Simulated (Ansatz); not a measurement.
`CBO[SiH2]C` → `CBO` + `C[SiH]` at 400 K and 1 bar (silylene formation by 1,1-elimination).

Computed with Ansatz on PBE0-D4/def2-TZVP structures; ΔE is electronic, products minus reactants. CCSD(T)/CBS adds triple-zeta CCSD(T) − MP2 to the extrapolated MP2 energy (def2 sets, frozen cores). This one scheme is used for every species. One conformer a species, not always the lowest.

```tsv
species	CCSD(T)/CBS energy (Eh)	H − E (kJ/mol)	S (J/(mol·K))
`CBO[SiH2]C`	-470.67588	322.2	416.3
`CBO`	-141.08489	189.7	293.8
`C[SiH]`	-329.46712	128.7	279.3
```

H − E and S are ideal-gas, rigid-rotor, harmonic terms from PBE0-D4/def2-TZVP, for one conformer and one mirror image of each species. 1 Eh = 2625.50 kJ/mol, R = 8.31446 J/(mol·K).

Question: By hand: ΔE, ΔH, ΔS and ΔG.

Answer: ΔE = (-141.08489) + (-329.46712) − (-470.67588) = 0.12387 Eh = 325.2 kJ/mol. Δ(H − E) = 189.7 + 128.7 − 322.2 = -3.8, so ΔH = 321.4 kJ/mol. ΔS = 293.8 + 279.3 − 416.3 = 156.8 J/(mol·K). ΔG = 321.4 − 400 × (156.8)/1000 = 258.7 kJ/mol.

Question: By hand: the equilibrium constant, and the temperature at which ΔG would vanish if ΔH and ΔS stayed fixed.

Answer: log₁₀ K = −ΔG/(RT ln 10) = -33.8. ΔG = 0 at ΔH/ΔS = 2050 K.

The number of gas molecules changes by +1, which sets the sign of ΔS. A doubt of 5 kJ/mol in ΔE shifts log₁₀ K by 0.7 here. Other conformers and mirror images would add mixing entropy, several J/(mol·K) or more a flexible species. Modes under 60 cm⁻¹, often nearly free rotors, make the harmonic entropy too high. These are equilibria of isolated gas molecules and say nothing of rates. Largest T1 diagnostic: 0.012 (customary marks: 0.02 for closed shells, 0.045 for open ones).
